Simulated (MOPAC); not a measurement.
A run for MOPAC: PM7 on C2H4ClN (a complex), monomers drawn apart or pushed together.

```
PM7 1SCF PRECISE CHARGE=0 THREADS=1
C2H4ClN

C      0.54166539 1    -0.45954345 1     1.10028371 1
Cl    -1.00396213 1     0.40608183 1     1.41868456 1
H      0.30404854 1    -1.39275859 1     0.59959812 1
H      1.15361952 1     0.17352821 1     0.46564768 1
H      1.02877986 1    -0.64237881 1     2.05279912 1
C     -0.06201248 1     0.13335576 1     4.35913304 1
N      0.94667371 1    -0.40665693 1     4.43052415 1
H     -0.99958548 1     0.63340398 1     4.26970452 1
```

It printed:

```
*******************************************************************************
 **                                                                           **
 **                              MOPAC v23.2.5                                **
 **                                                                           **
 *******************************************************************************
 ** MOPAC's Digital Object Identifier: https://doi.org/10.5281/zenodo.6511958 **
 **                                                                           **
 ** Please cite the open-source release paper for use of this MOPAC version:  **
 ** J. E. Moussa and J. J. P. Stewart (2026)                                  **
 ** MOPAC: An open-source semiempirical molecular orbital program             **
 ** J. Open Source Softw., 11(119), 8025, https://doi.org/10.21105/joss.08025 **
 *******************************************************************************

                              PM7 CALCULATION RESULTS

 *******************************************************************************
 *  PM7        - The PM7 Hamiltonian to be used
 *
 *
 *
 *                 CHARGE ON SYSTEM = 0
 *
 *
 *
 *  PRECISE    - TIGHTER CRITERIA TO BE USED
 *  1SCF       - DO 1 SCF AND THEN STOP
 *  THREADS=1  - MULTI-THREADING NOT USED
 *  T=         - A TIME OF 172800.0 SECONDS REQUESTED
 *  DUMP=N     - RESTART FILE WRITTEN EVERY 7200.0 SECONDS REQUESTED
 *******************************************************************************
PM7 1SCF PRECISE CHARGE=0 THREADS=1
 C2H4ClN

   ATOM   CHEMICAL          X               Y               Z
  NUMBER   SYMBOL      (ANGSTROMS)     (ANGSTROMS)     (ANGSTROMS)

     1       C          0.54166539  *  -0.45954345  *   1.10028371  *
     2      Cl         -1.00396213  *   0.40608183  *   1.41868456  *
     3       H          0.30404854  *  -1.39275859  *   0.59959812  *
     4       H          1.15361952  *   0.17352821  *   0.46564768  *
     5       H          1.02877986  *  -0.64237881  *   2.05279912  *
     6       C         -0.06201248  *   0.13335576  *   4.35913304  *
     7       N          0.94667371  *  -0.40665693  *   4.43052415  *
     8       H         -0.99958548  *   0.63340398  *   4.26970452  *



          CARTESIAN COORDINATES

    NO.       ATOM           X           Y           Z

     1         C          0.5417     -0.4595      1.1003
     2        Cl         -1.0040      0.4061      1.4187
     3         H          0.3040     -1.3928      0.5996
     4         H          1.1536      0.1735      0.4656
     5         H          1.0288     -0.6424      2.0528
     6         C         -0.0620      0.1334      4.3591
     7         N          0.9467     -0.4067      4.4305
     8         H         -0.9996      0.6334      4.2697

 General Reference for PM7:
 "Optimization of Parameters for Semiempirical Methods VI: More Modifications to the
 NDDO Approximations and Re-optimization of Parameters", J. J. P. Stewart, J. Mol. Mod., 1:32, 19 (2013)
 https://link.springer.com/article/10.1007/s00894-012-1667-x

           Empirical Formula: C2 H4 N Cl  =     8 atoms



      MOLECULAR POINT GROUP   :   Cs


      RHF CALCULATION, NO. OF DOUBLY OCCUPIED LEVELS = 12


 -------------------------------------------------------------------------------
 PM7 1SCF PRECISE CHARGE=0 THREADS=1
 C2H4ClN



     1SCF WAS SPECIFIED, SO BFGS WAS NOT USED
     SCF FIELD WAS ACHIEVED


                              PM7 CALCULATION
                                                       MOPAC v23.2.5 Linux




          FINAL HEAT OF FORMATION =         10.60842 KCAL/MOL =      44.38562 KJ/MOL


          COSMO AREA              =        117.16 SQUARE ANGSTROMS
          COSMO VOLUME            =        101.95 CUBIC ANGSTROMS

          IONIZATION POTENTIAL    =         11.218627 EV
          HOMO LUMO ENERGIES (EV) =        -11.219  0.519
          NO. OF FILLED LEVELS    =         12
          MOLECULAR WEIGHT        =         77.5133         POINT GROUP:  Cs

          MOLECULAR DIMENSIONS (Angstroms)

            Atom       Atom       Distance
            H     8    H     4     4.39530
           Cl     2    N     7     3.32928
            H     4    H     3     1.74049


          SCF CALCULATIONS        =          1





   ATOM   CHEMICAL          X               Y               Z
  NUMBER   SYMBOL      (ANGSTROMS)     (ANGSTROMS)     (ANGSTROMS)

     1       C          0.54166539  *  -0.45954345  *   1.10028371  *
     2      Cl         -1.00396213  *   0.40608183  *   1.41868456  *
     3       H          0.30404854  *  -1.39275859  *   0.59959812  *
     4       H          1.15361952  *   0.17352821  *   0.46564768  *
     5       H          1.02877986  *  -0.64237881  *   2.05279912  *
     6       C         -0.06201248  *   0.13335576  *   4.35913304  *
     7       N          0.94667371  *  -0.40665693  *   4.43052415  *
     8       H         -0.99958548  *   0.63340398  *   4.26970452  *

                             CARTESIAN COORDINATES

   1    C        0.541665390    -0.459543450     1.100283710
   2   Cl       -1.003962130     0.406081830     1.418684560
   3    H        0.304048540    -1.392758590     0.599598120
   4    H        1.153619520     0.173528210     0.465647680
   5    H        1.028779860    -0.642378810     2.052799120
   6    C       -0.062012480     0.133355760     4.359133040
   7    N        0.946673710    -0.406656930     4.430524150
   8    H       -0.999585480     0.633403980     4.269704520


           Empirical Formula: C2 H4 N Cl  =     8 atoms



      MOLECULAR POINT GROUP   :   Cs


                  EIGENVALUES
 -35.56188 -27.32315 -23.43186 -20.83677 -15.49593 -15.28486 -14.12056 -14.05374
 -13.89597 -13.77573 -11.24016 -11.21863   0.51942   0.95747   0.96955   4.04392
   4.88570   4.94378   5.61864   5.71185  70.07595  70.15354  70.21100  70.38105
  70.42076


              NET ATOMIC CHARGES AND DIPOLE CONTRIBUTIONS

  ATOM NO.   TYPE          CHARGE      No. of ELECS.   s-Pop       p-Pop       d-Pop
    1          C          -0.319689        4.3197     1.10059     3.21910
    2         Cl          -0.173489        7.1735     1.98394     5.18386     0.00569
    3          H           0.160045        0.8400     0.83996
    4          H           0.160052        0.8399     0.83995
    5          H           0.171630        0.8284     0.82837
    6          C           0.021743        3.9783     1.15552     2.82274
    7          N          -0.244857        5.2449     1.82563     3.41922
    8          H           0.224565        0.7754     0.77543
 DIPOLE           X         Y         Z       TOTAL
 POINT-CHG.    -0.224     0.076    -0.511     0.563
 HYBRID        -0.372     0.194    -0.085     0.428
 SUM           -0.596     0.270    -0.596     0.885


          ATOMIC ORBITAL ELECTRON POPULATIONS

     Atom    s        px        py        pz      x^2-y^2     xz        z^2       yz        xy
    1  C   1.10059   0.93560   1.10409   1.17941
    2 Cl   1.98394   1.40231   1.81084   1.97070   0.00115   0.00107   0.00136   0.00034   0.00176
    3  H   0.83996
    4  H   0.83995
    5  H   0.82837
    6  C   1.15552   0.97301   0.93464   0.91510
    7  N   1.82563   1.21481   1.11937   1.08504
    8  H   0.77543

 **********************
 *                    *
 * JOB ENDED NORMALLY *
 *                    *
 **********************




 == MOPAC DONE ==
```

The run finished.

Cost: around 0.020 core-seconds (rough).
